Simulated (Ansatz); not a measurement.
HNaO (SMILES [OH][Na]) moved off its minimum; all values from Ansatz (a program for electronic structure), cores frozen in correlated methods.
(charge 0, multiplicity 1)
```xyz
3

Na     0.06094     0.04892    -0.83844
O     -0.01585    -0.07436     0.95640
H     -0.00439     0.01331     2.05302
```

Problem. Give the forces (eV/Å), the total energy and the dipole at CCSD(T)/def2-TZVPPD.

Solution. 
| atom | Fx | Fy | Fz |
|---|---|---|---|
| Na1 | 0.099 | 0.143 | -2.611 |
| O2 | -0.026 | 0.307 | 7.481 |
| H3 | -0.072 | -0.449 | -4.869 |
Energy -237.5973 hartree, dipole 6.31 D.
